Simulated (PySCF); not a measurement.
**Löwdin shares of the frontier orbitals**

Species: C₃H₅FN₂Si.
Numbering: `[F:1][SiH2:2][n:3]1[cH:4][cH:5][n:6][cH:7]1` (hydrogens: H8, H9 on Si2; H10 on C4; H11 on C5; H12 on C7)

Cartesian coordinates in Å at the GFN2-xTB level; atoms count from 1:
```
atom  x, y, z in Å
F1     2.560    1.056   -0.022
Si2    1.829   -0.368    0.018
N3     0.133    0.032   -0.003
C4    -0.920   -0.854    0.018
C5    -2.060   -0.116   -0.009
N6    -1.747    1.212   -0.046
C7    -0.455    1.269   -0.041
H8     2.181   -0.987    1.282
H9     2.192   -1.064   -1.203
H10   -0.755   -1.911    0.049
H11   -3.080   -0.442   -0.005
H12    0.122    2.170   -0.064
```

Theory: TDDFT CAM-B3LYP/def2-SVPD, vertical, gas phase, core orbitals frozen in the response in PySCF 2.14.0, density-fitted response routines.

Kohn–Sham orbitals with the atoms that hold most of them (Löwdin shares over 4%, at most four atoms; ? is withheld):

```tsv
orbital	ε (eV)	atoms
LUMO+2	1.24	C7 20%, C4 18%, N3 17%, C5 12%
LUMO+1	1.10	Si2 41%, C4 12%, H8 11%, H9 11%
LUMO	?	?
HOMO	-8.28	?
HOMO-1	-9.37	N6 68%, C5 10%, C7 10%, N3 4%
HOMO-2	-9.75	N6 32%, N3 30%, C5 12%, C7 9%
HOMO-3	-12.09	Si2 30%, H8 19%, H9 19%, F1 17%
```

**Question.** Give the leading atoms of the HOMO.

**Answer.** C4 (bonded to C, N and H) 30%; C5 (bonded to C, N and H) 24%; C7 (bonded to 2 N and H) 20%; N3 (bonded to 2 C and Si) 10%. By element: carbon 74%, nitrogen 10% or more.

**Question.** Give the leading atoms of the LUMO.

**Answer.** Si2 (bonded to F, N and 2 H) 41%; H9 (bonded to Si) 14%; H8 (bonded to Si) 14%; F1 (bonded to Si) 11%. By element: silicon 41%, hydrogen 28% or more, fluorine 11%.

**Question.** What is the LUMO energy, and the HOMO–LUMO gap?

**Answer.** ε(LUMO) = 0.36 eV; the gap is 8.64 eV (0.3175 hartree).

**Question.** How does S1 compare with the orbital gap of 8.64 eV?

**Answer.** S1 is at 5.88 eV (f = 0.0016), 2.76 eV below the gap, made of HOMO→LUMO (96%). Without the coupling terms of the response equations the lowest excitation would equal the gap.

**Question.** One configuration dominates each of S1, S4, S5 and S8. Which, and how do the shares of the two leading atoms of either orbital change from the occupied to the empty one?

**Answer.** 
- S1 (5.88 eV, f 0.0016), HOMO→LUMO (96%): C4 30% → at most 11%, C5 24% → at most 11%, Si2 at most 10% → 41%, H9 at most 10% → 14%
- S4 (6.55 eV, f 0.0047), HOMO→LUMO+1 (89%): C4 30% → 12%, C5 24% → at most 11%, Si2 at most 10% → 41%
- S5 (7.05 eV, f 0.0044), HOMO-2→LUMO (92%): N6 32% → at most 11%, N3 30% → at most 11%, Si2 at most 9% → 41%, H9 at most 9% → 14%
- S8 (7.44 eV, f 0.0061), HOMO-1→LUMO (91%): N6 68% → at most 11%, C5 10% → at most 11%, Si2 at most 5% → 41%, H9 at most 5% → 14%

Löwdin shares depend on the basis, the more so with diffuse functions.

One conformer stands for the species.
